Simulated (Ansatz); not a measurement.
Start from `[CH2]1C[SiH2][AlH]1` and change one atom or group to get `[CH3][Al]1[CH2]C[SiH2]1`.

Ansatz, PBE0-D4/def2-TZVP geometries, multiplicity 1. 

| property | `[CH2]1C[SiH2][AlH]1` |
| --- | --- |
| size of the dipole moment (PBE/def2-TZVPP) / D | 0.83 |
| size of the dipole moment (ωB97M-V/def2-TZVPP) / D | 0.79 |
| size of the dipole moment (B3LYP/def2-TZVPP) / D | 0.77 |
| HOMO–LUMO gap (ωB97M-V/def2-TZVPP) / eV | 8.59 |
| HOMO energy (B3LYP/def2-TZVPP) / eV | -6.53 |
| HOMO–LUMO gap (PBE0/def2-TZVPP) / eV | 4.98 |

(1) What does the change do to each property? (An estimate is asked.)

## Answers

(1) Ansatz gave: 
```
                                          property  `[CH3][Al]1[CH2]C[SiH2]1`  shift
    size of the dipole moment (PBE/def2-TZVPP) / D                       1.55   0.72
size of the dipole moment (ωB97M-V/def2-TZVPP) / D                       1.60   0.81
  size of the dipole moment (B3LYP/def2-TZVPP) / D                       1.55   0.78
           HOMO–LUMO gap (ωB97M-V/def2-TZVPP) / eV                       8.77   0.18
               HOMO energy (B3LYP/def2-TZVPP) / eV                      -6.32   0.21
              HOMO–LUMO gap (PBE0/def2-TZVPP) / eV                       5.16   0.18
```

With PBE0 the HOMO rises by 0.21 eV and the LUMO rises by 0.39 eV, so the gap widens by about 0.18 eV. PBE moves the HOMO by 0.22 eV and ωB97M-V by 0.20 eV. Dipoles are sizes alone; their direction can turn.

B3LYP here is the variant with VWN-RPA as its local correlation; programs differ in this.
